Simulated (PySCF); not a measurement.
Computed with ωB97X-D3(BJ)/def2-TZVP // B3LYP-D3(BJ)/def2-TZVP run with PySCF. Isolated molecules, 0 K electronic values unless said otherwise. 

Reference species (SMILES): `[CH3][Ga]([CH3])[CH3]` (neutral, multiplicity 1).

The HOMO is -9.81 eV and the HOMO–LUMO gap comes out as 11.18 eV.

Changed species: `[GaH3]` (3 of 3 CH3 replaced by H; the reference has 0 of 3 CH3 replaced by H).

Task: What does the change do to the HOMO and HOMO–LUMO gap?

Result: the HOMO falls by 1.30 eV, to -11.11 eV; the HOMO–LUMO gap hardly moves.
